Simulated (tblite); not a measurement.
C6H8N2S.
SMILES with atom numbers: `[CH3:1][c:2]1[n:3][s:4][n:5][c:6]1[CH:7]1[CH2:8][CH2:9]1` (hydrogens: H10, H11, H12 on C1; H13 on C7; H14, H15 on C8; H16, H17 on C9)

Computed with GFN2-xTB (tblite), gas phase: Langevin dynamics at 600 K from the optimised GFN2-xTB geometry, time step 0.5 fs, friction 0.01 fs⁻¹, 2000 steps.

Start geometry:
```
atom  x, y, z in Å
C1     -2.324   -0.863   -0.064
C2     -1.608    0.440   -0.030
N3     -2.263    1.577   -0.031
S4     -1.210    2.813    0.010
N5      0.137    1.906    0.029
C6     -0.192    0.630    0.005
C7      0.816   -0.431    0.015
C8      2.095   -0.221    0.786
C9      2.124   -0.204   -0.702
H10    -3.395   -0.685   -0.081
H11    -2.072   -1.454    0.816
H12    -2.040   -1.428   -0.951
H13     0.400   -1.430   -0.004
H14     2.513   -1.069    1.308
H15     2.200    0.721    1.301
H16     2.250    0.749   -1.191
H17     2.563   -1.040   -1.226
```

The statistics below take the 31 frames saved every 25 fs from 250 to 1000 fs; their kinetic temperature (all 3N coordinates) averages 640 K.

Question: Give the mean, spread and extremes of the bond lengths.

Answer: 
| bond | start (Å) | mean (Å) | standard deviation (Å) | shortest (Å) | longest (Å) |
| --- | --- | --- | --- | --- | --- |
| C1–C2 | 1.487 | 1.503 | 0.036 | 1.441 | 1.577 |
| C2–N3 | 1.313 | 1.313 | 0.033 | 1.246 | 1.382 |
| N3–S4 | 1.625 | 1.632 | 0.049 | 1.518 | 1.734 |
| S4–N5 | 1.624 | 1.629 | 0.043 | 1.553 | 1.745 |
| N5–C6 | 1.317 | 1.325 | 0.027 | 1.263 | 1.390 |
| C6–C7 | 1.464 | 1.486 | 0.046 | 1.389 | 1.597 |
| C7–C8 | 1.508 | 1.519 | 0.054 | 1.428 | 1.607 |
| C8–C9 | 1.488 | 1.497 | 0.045 | 1.409 | 1.598 |
| C2–C6 | 1.429 | 1.440 | 0.035 | 1.364 | 1.498 |
| C7–C9 | 1.509 | 1.507 | 0.044 | 1.417 | 1.602 |
| C1–H10 | 1.086 | 1.095 | 0.042 | 1.015 | 1.198 |
| C1–H11 | 1.089 | 1.091 | 0.036 | 1.012 | 1.173 |
| C1–H12 | 1.090 | 1.093 | 0.037 | 1.023 | 1.211 |
| C7–H13 | 1.082 | 1.096 | 0.046 | 0.992 | 1.190 |
| C8–H14 | 1.079 | 1.088 | 0.029 | 1.029 | 1.142 |
| C8–H15 | 1.079 | 1.095 | 0.064 | 0.984 | 1.255 |
| C9–H16 | 1.079 | 1.091 | 0.041 | 1.013 | 1.177 |
| C9–H17 | 1.080 | 1.085 | 0.031 | 1.028 | 1.150 |

Question: Give the same statistics for bond angles, one of each kind among heavy atoms.

Answer: 
```json
{"angle": "C1–C2–N3", "start (°)": "121.2", "mean (°)": "119.9", "standard deviation (°)": "5.5", "smallest (°)": "106.1", "largest (°)": "133.3"}
{"angle": "C1–C2–C6", "start (°)": "126.5", "mean (°)": "126.2", "standard deviation (°)": "6.0", "smallest (°)": "111.9", "largest (°)": "138.9"}
{"angle": "N3–C2–C6", "start (°)": "112.3", "mean (°)": "112.1", "standard deviation (°)": "2.6", "smallest (°)": "106.6", "largest (°)": "117.5"}
{"angle": "C2–N3–S4", "start (°)": "109.6", "mean (°)": "109.4", "standard deviation (°)": "2.5", "smallest (°)": "105.2", "largest (°)": "115.9"}
{"angle": "N3–S4–N5", "start (°)": "96.5", "mean (°)": "96.1", "standard deviation (°)": "1.5", "smallest (°)": "91.5", "largest (°)": "99.1"}
{"angle": "S4–N5–C6", "start (°)": "109.5", "mean (°)": "109.5", "standard deviation (°)": "2.7", "smallest (°)": "102.8", "largest (°)": "113.9"}
{"angle": "N5–C6–C7", "start (°)": "122.0", "mean (°)": "120.3", "standard deviation (°)": "5.2", "smallest (°)": "110.5", "largest (°)": "131.1"}
{"angle": "C2–C6–N5", "start (°)": "112.2", "mean (°)": "111.4", "standard deviation (°)": "3.3", "smallest (°)": "105.2", "largest (°)": "118.7"}
{"angle": "C2–C6–C7", "start (°)": "125.8", "mean (°)": "126.4", "standard deviation (°)": "5.4", "smallest (°)": "114.9", "largest (°)": "135.7"}
{"angle": "C6–C7–C8", "start (°)": "119.1", "mean (°)": "120.1", "standard deviation (°)": "8.0", "smallest (°)": "101.8", "largest (°)": "137.1"}
{"angle": "C8–C7–C9", "start (°)": "59.1", "mean (°)": "59.3", "standard deviation (°)": "2.0", "smallest (°)": "55.4", "largest (°)": "63.1"}
{"angle": "C7–C8–C9", "start (°)": "60.5", "mean (°)": "60.0", "standard deviation (°)": "2.2", "smallest (°)": "56.2", "largest (°)": "64.8"}
```

Question: How far does each atom move about its mean position (frames aligned on the start, all atoms weighted alike), and what rms force does it feel?

Answer: 
```csv
atom,rms displacement (Å),rms force (eV/Å)
C1,0.28,2.73
C2,0.19,2.47
N3,0.36,2.20
S4,0.45,1.79
N5,0.43,1.81
C6,0.29,2.55
C7,0.28,2.72
C8,0.34,2.88
C9,0.26,3.10
H10,1.10,1.35
H11,1.02,1.27
H12,1.09,1.17
H13,0.56,1.59
H14,0.50,1.16
H15,0.65,1.98
H16,0.52,1.41
H17,0.47,1.13
```

The displacements run from 0.19 to 1.10 Å.

Question: Follow the torsion N5–C6–C7–C8 through every second one of these frames.

Answer: 
```csv
t (fs),N5–C6–C7–C8 (°)
250,40
300,57
350,57
400,82
450,86
500,77
550,101
600,118
650,124
700,128
750,141
800,92
850,85
900,100
950,92
1000,79
```

Largest departure from the start value over all these frames: N5–C6–C7–C8 107° (start 34°).

Question: How widely does the potential energy scatter, against a harmonic estimate?

Answer: Mean 1.31 eV above the start, standard deviation 0.269 eV, range 0.70 to 1.84 eV. For 45 classical harmonic modes at 600 K the canonical values are 45kT/2 = 1.16 eV and kT·√(45/2) = 0.245 eV.

The run is classical and short, so these are rough statistics of one trajectory.

What follows is the cost of the whole dynamics run. Hardware: an Intel Xeon Platinum 8375C at 2.90 GHz with one thread (shared host). Cost: 16 s of wall time, 0.18 GiB resident at most.
